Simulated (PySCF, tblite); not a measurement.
Isomers of [C6H9FO]+ (charge +1 and doublet state), one GFN2-xTB conformer each. Single-point energies are computed at B3LYP/pcH-1 (PySCF, gas phase, no added dispersion term), electronic only. GFN2-xTB treats the open shell by occupation alone, and not every SCF solution was tested for stability.

```csv
SMILES,GFN2-xTB relative energy (kJ/mol)
[CH2+][C]1CC[C@@H](F)CO1,0.0
F[CH+][C]1CCOCC1,14.2
[CH2+][C]1C[C@@H](O)[C@H](F)C1,45.3
C[C](CF)[C+](C)C=O,95.8
```

Conformers: `[CH2+:1][C:2]1[CH2:3][CH2:4][C@@H:5]([F:6])[CH2:7][O:8]1` (charge +1 and doublet state) with H–C1–C2–C3 -1° and 178°, C1–C2–C3–C4 -169°, C2–C3–C4–C5 -41°, C3–C4–C5–F6 -59°, C4–C5–C7–O8 -46°; `[F:1][CH+:2][C:3]1[CH2:4][CH2:5][O:6][CH2:7][CH2:8]1` (charge +1 and doublet state) with F1–C2–C3–C4 5°, C2–C3–C4–C5 124°, C3–C4–C5–O6 52°, C4–C5–O6–C7 -61°, C5–O6–C7–C8 62°; `[CH2+:1][C:2]1[CH2:3][C@@H:4]([OH:5])[C@H:6]([F:7])[CH2:8]1` (charge +1 and doublet state) with H–C1–C2–C3 1° and -179°, C3–C4–O5–H -166°, C1–C2–C3–C4 -179°, C2–C3–C4–O5 -139°, C3–C4–C6–F7 146°, C4–C6–C8–C2 -25°; `[CH3:1][C:2]([CH2:3][F:4])[C+:5]([CH3:6])[CH:7]=[O:8]` (charge +1 and doublet state) with C1–C2–C3–F4 179°, C1–C2–C5–C6 -11°, C2–C5–C7–O8 -106°.

Question: What does B3LYP/pcH-1 give for the same structures?

Answer: 
```csv
SMILES,B3LYP/pcH-1 E (Eh),B3LYP/pcH-1 (kJ/mol),GFN2-xTB (kJ/mol),point group
[CH2+][C]1CC[C@@H](F)CO1,-408.82305,0.0,0.0,C1
F[CH+][C]1CCOCC1,-408.80371,50.8,14.2,C1
[CH2+][C]1C[C@@H](O)[C@H](F)C1,-408.78833,91.2,45.3,C1
C[C](CF)[C+](C)C=O,-408.78489,100.2,95.8,C1
```

Both levels put the same isomer lowest; measured from each level's own lowest isomer, the values differ by up to 45.9 kJ/mol ([CH2+][C]1C[C@@H](O)[C@H](F)C1: 45.3 against 91.2). Neighbours under 21 kJ/mol apart ([CH2+][C]1C[C@@H](O)[C@H](F)C1 and C[C](CF)[C+](C)C=O) can change places with a better method, another conformer or zero-point energy.

Question: What happens when harmonic zero-point energies from GFN2-xTB frequencies are added?

Answer: 
```json
{"SMILES": "[CH2+][C]1CC[C@@H](F)CO1", "ZPE (kJ/mol)": "355.4", "electronic (kJ/mol)": "0.0", "with ZPE (kJ/mol)": "0.0"}
{"SMILES": "F[CH+][C]1CCOCC1", "ZPE (kJ/mol)": "359.5", "electronic (kJ/mol)": "50.8", "with ZPE (kJ/mol)": "54.9"}
{"SMILES": "[CH2+][C]1C[C@@H](O)[C@H](F)C1", "ZPE (kJ/mol)": "349.0", "electronic (kJ/mol)": "91.2", "with ZPE (kJ/mol)": "84.8"}
{"SMILES": "C[C](CF)[C+](C)C=O", "ZPE (kJ/mol)": "343.0", "electronic (kJ/mol)": "100.2", "with ZPE (kJ/mol)": "87.8"}
```

The zero-point energies span 16.5 kJ/mol. The order is unchanged.
